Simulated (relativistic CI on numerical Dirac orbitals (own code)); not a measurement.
Calculated at this level of theory: Dirac-Coulomb-Breit CI, KLI orbitals optimised for each configuration, QED by a radiative potential, unscaled Slater integrals (own radial code, finite nucleus).

The strongest absorption lines from the ground level of an ion, among the configurations computed and to levels below about 279 eV (vacuum wavelength in Å, gf): 51.790 (0.21), 52.440 (0.86), 52.813 (0.64), 52.917 (0.21), 53.578 (0.25), 78.649 (2.1), 82.786 (0.92), 85.894 (1.2).

(1) Which ion is it?
A. Zr14+
B. Sr12+
C. Kr10+
D. Mo16+

## Answers

(1) A. Zr14+ has 26 electrons and the ground level 3s2 3p6 3d8 3F_4; the strongest line goes to 3s2 3p5 3d9 3D°_3. The pattern of lines fixes the number of electrons, and along that sequence the line energies rise steadily with the charge (about as its square where n changes within one kind of shell, about linearly where n is kept but much faster in heavy ions where fine structure, which grows about as Z⁴, sets the gap, and irregularly where shells cross), which fixes Z. Configurations outside the model, such as inner-shell arrays, can give stronger lines. At this charge energies of transitions that change n are usually good to better than 1 %, and those within a shell (Δn = 0) to a few per cent. Terms inside the open d or f shell come out 10 to 20 % too wide with unscaled integrals.

LS names give the leading component of a level, which can be under half, so a name can repeat, a term be missing and a line seem to break the LS rules.
